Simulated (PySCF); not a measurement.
The dipole of `O=C1OC[C@](F)(CCl)O1` from its density and from atomic charges.

Coordinates (GFN2-xTB, Å) and charges (e) from the PBE0/pcSseg-1 density (PySCF):

```csv
atom,x,y,z,Mulliken,IAO,Hirshfeld,ESP-fitted
O1,2.857,-1.362,-0.212,-0.3617,-0.4226,-0.2572,-0.5154
C2,1.893,-0.689,-0.133,+0.6963,+0.6660,+0.2625,+0.8886
O3,1.812,0.497,0.478,-0.4451,-0.3275,-0.1035,-0.4298
C4,0.501,1.013,0.410,+0.1428,-0.0986,-0.0059,+0.1572
C5,-0.245,-0.010,-0.475,+0.2760,+0.4616,+0.1599,+0.5427
F6,-0.480,0.550,-1.710,-0.2905,-0.3089,-0.1053,-0.2245
C7,-1.562,-0.545,0.076,-0.1387,-0.2695,-0.0446,-0.6750
Cl8,-2.593,0.797,0.613,-0.1268,-0.0803,-0.0317,-0.0629
O9,0.671,-1.041,-0.640,-0.4351,-0.3441,-0.1116,-0.4341
H10,0.077,1.080,1.415,+0.1502,+0.1671,+0.0506,+0.0744
H11,0.515,1.999,-0.059,+0.1630,+0.1850,+0.0632,+0.0725
H12,-1.368,-1.197,0.927,+0.1766,+0.1807,+0.0599,+0.2869
H13,-2.085,-1.091,-0.709,+0.1931,+0.1911,+0.0637,+0.3194
```

Problem. Form Σ q r in debye for every column and set it beside the full dipole.

Solution. The full density gives (-2.91, 1.06, 1.44) D, 3.42 D in size; dipole vectors point from the negative to the positive end.

```csv
scheme,μx,μy,μz,size (D),share of the full size (%),angle to the full dipole (°)
Mulliken,-3.24,1.28,2.95,4.57,134,15
IAO,-3.33,1.18,2.50,4.33,127,10
Hirshfeld,-2.49,1.00,0.95,2.85,83,6
ESP-fitted,-2.91,1.01,1.46,3.40,100,1
```

Problem. Which set comes closest?

Solution. Length of the difference vector: ESP-fitted 0.05 D, Hirshfeld 0.65 D, IAO 1.15 D, Mulliken 1.56 D. Closest: ESP-fitted. The schemes that divide the density aren't constrained to reproduce the dipole.

Problem. What is left for the Hirshfeld atoms' own dipoles?

Solution. The shares of the density sum to the whole, so what Σ q r misses lies in dipoles about the nuclei. The atomic dipoles sum to (-2.91, 1.06, 1.44) − (-2.49, 1.00, 0.95) = (-0.42, 0.06, 0.49) D, 0.65 D in size.

Problem. With the origin at the mean of the coordinates, (0.000, 0.000, -0.001) Å, which are the largest single terms, by size, of the IAO dipole along the direction of the full one?

Solution. C2 -6.02, O1 +5.98, O9 +1.92, O3 +1.87, C7 -1.55 D; all 13 atoms together +4.26 D. The single terms depend on the origin, their sum doesn't.

Problem. Give the size of the full dipole in other units.

Solution. 3.42 D = 1.344 au = 0.711 e·Å = 11.40 × 10⁻³⁰ C·m.

Isolated species at its GFN2-xTB geometry (one conformer only).

The values belong to the conformer `[O:1]=[C:2]1[O:3][CH2:4][C@:5]([F:6])([CH2:7][Cl:8])[O:9]1`: C4–C5–C7–Cl8 50°.
